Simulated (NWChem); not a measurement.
ZrH2Br2; SMILES [Br][ZrH2][Br]

This build's default masses of Se (78.918 u) and Br (79.917 u) are each other's, which moves their modes by up to 0.6 %. def2 effective core potentials on Zr; no spin-orbit coupling.

Give the equilibrium geometry at PBE0/def2-SVP with def2 effective core potentials on Zr (NWChem) as a list of bonds and angles, with the point group.

point group C2v; any orientation.
Bonds (Å): Zr1–Br2 2.472, Zr1–Br3 2.472, Zr1–H4 1.832, Zr1–H5 1.832. Angles (°): Br2–Zr1–Br3 117.0, Br2–Zr1–H4 107.7, Br2–Zr1–H5 107.7, Br3–Zr1–H4 107.7, Br3–Zr1–H5 107.7, H4–Zr1–H5 109.1.
